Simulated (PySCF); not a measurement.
**Spin-rotation constants: SMILES C[SiH2][Si@@H]1O[SiH2][Si@H]1C, C₂H₁₂OSi₄**

Geometry:
```csv
atom,x (Å),y (Å),z (Å)
C1,3.232,-0.838,0.811
Si2,2.413,0.729,0.112
Si3,0.350,0.131,-0.720
O4,-0.329,1.567,-1.266
Si5,-1.892,1.853,-0.807
Si6,-1.705,-0.107,0.453
C7,-2.869,-1.587,0.140
H8,3.397,-1.578,0.033
H9,2.617,-1.301,1.577
H10,4.196,-0.615,1.255
H11,3.376,1.316,-0.838
H12,2.335,1.703,1.218
H13,0.415,-0.705,-1.940
H14,-1.880,3.171,-0.175
H15,-2.694,1.900,-2.030
H16,-1.646,0.048,1.927
H17,-3.868,-1.385,0.516
H18,-2.952,-1.816,-0.918
H19,-2.505,-2.477,0.644
```

The calculation used GIAO PBE/pcSseg-1 magnetisability, rotational g tensor and spin-rotation constants, non-relativistic, gas phase (PySCF 2.14.0). Geometry: GFN2-xTB.

Q: Give the nuclear spin-rotation constants along the inertial axes (H = +C I·J) beside the isotropic shieldings.

A: Rotational constants 1.8405, 0.7050, 0.5567 GHz. A star marks the isotopologue with that one atom substituted, in its own axes.
| atom | isotope | Caa (kHz) | Cbb (kHz) | Ccc (kHz) | mean (kHz) | σ (ppm) |
| --- | --- | --- | --- | --- | --- | --- |
| H8 | 1H | -0.202 | -0.073 | -0.007 | -0.094 | 31.8 |
| H9 | 1H | -0.164 | -0.029 | -0.054 | -0.082 | 31.8 |
| H10 | 1H | -0.007 | -0.080 | -0.057 | -0.048 | 31.4 |
| H11 | 1H | -0.069 | -0.021 | -0.039 | -0.043 | 27.2 |
| H12 | 1H | -0.155 | -0.063 | 0.019 | -0.066 | 27.4 |
| H13 | 1H | -0.142 | -0.065 | 0.044 | -0.054 | 24.7 |
| H14 | 1H | -0.172 | -0.014 | 0.006 | -0.060 | 25.4 |
| H15 | 1H | -0.054 | -0.045 | -0.006 | -0.035 | 25.4 |
| H16 | 1H | -0.162 | -0.049 | 0.025 | -0.062 | 25.7 |
| H17 | 1H | -0.022 | -0.077 | -0.054 | -0.051 | 31.2 |
| H18 | 1H | -0.196 | -0.073 | 0.003 | -0.089 | 30.6 |
| H19 | 1H | -0.170 | -0.001 | -0.069 | -0.080 | 31.1 |
| C1 | 13C* | 0.192 | 0.080 | 0.050 | 0.107 | 194.5 |
| Si2 | 29Si* | -1.020 | -0.393 | -0.314 | -0.576 | 410.3 |
| Si3 | 29Si* | -1.299 | -0.398 | -0.451 | -0.716 | 300.7 |
| O4 | 17O* | -0.277 | -0.056 | -0.035 | -0.123 | 278.3 |
| Si5 | 29Si* | -1.076 | -0.479 | -0.405 | -0.653 | 322.4 |
| Si6 | 29Si* | -1.061 | -0.434 | -0.434 | -0.643 | 329.5 |
| C7 | 13C* | 0.201 | 0.081 | 0.067 | 0.116 | 186.5 |

For the geometry as given, no vibrational averaging.

Q: How do the rotational constants and the g tensor change when H8, H9, H10, H11, H12, H13, H14, H15, H16, H17, H18, H19 are replaced by deuterium?

A: Constants 1.5226, 0.6070, 0.4827 GHz; g -0.0292, -0.0095, -0.0115, against -0.0351, -0.0110, -0.0132 before.
